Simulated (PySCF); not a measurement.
# Bond length, frequency and bond energy of NaTl⁻ by level of theory

State: ²Π (doublet), unpaired electrons π ↑. Set-up: basis Na def2-SVPD, Tl def2-SVPD with ECP60; scalar-relativistic core potentials; PySCF 2.14. De refers to Na⁻ + Tl in their high-spin ground configurations, without counterpoise correction. The functionals are run spin-unrestricted. A positive dipole points towards Tl; it is taken about the centre of mass and depends on that origin. Levels whose curve was spin-contaminated or gave no clean fit are not listed.

| Level | Re (Å) | ωe (cm⁻¹) | De (eV) | μ (D) |
| --- | --- | --- | --- | --- |
| ROHF-MP2 | 3.261 | 117 | n/a | n/a |
| ROHF-SCS-MP2 | 3.313 | 108 | n/a | n/a |
| ROHF-CCSD | 3.345 | 106 | 0.73 | n/a |
| ROHF-CCSD(T) | 3.319 | 111 | 0.82 | n/a |
| B3LYP | 3.264 | 109 | 0.93 | 7.12 |

Question: What does the triples do here, going from ROHF-CCSD to ROHF-CCSD(T)?

Answer: ROHF-CCSD(T) less ROHF-CCSD: -2.6 pm in Re, +4.7 % in ωe, +0.09 eV in De. Correlation nearly always deepens the well. The bond shortens, as in weak, metallic or heavy-atom bonds, where dispersion and the correlation of outer-core electrons pull the atoms together.

Correlated steps freeze 5 core orbitals. Correlated levels converge slowly with the basis: in double zeta they bind strong bonds too weakly, by up to about 1 eV, and carry superposition errors of some tenths. Spin–orbit coupling is left out, which matters for elements this heavy, above all for dissociation energies. For an ion De counts to the pair picked by the measured ionisation energies or electron affinities, which need not be the lowest pair at this level. The highest Kohn–Sham level is positive in this anion. Much of that is self-interaction error, but it also means that the finite basis helps to hold the extra electron. The state is the lowest determinant that a PBE0 search found; another state may lie lower at other levels.
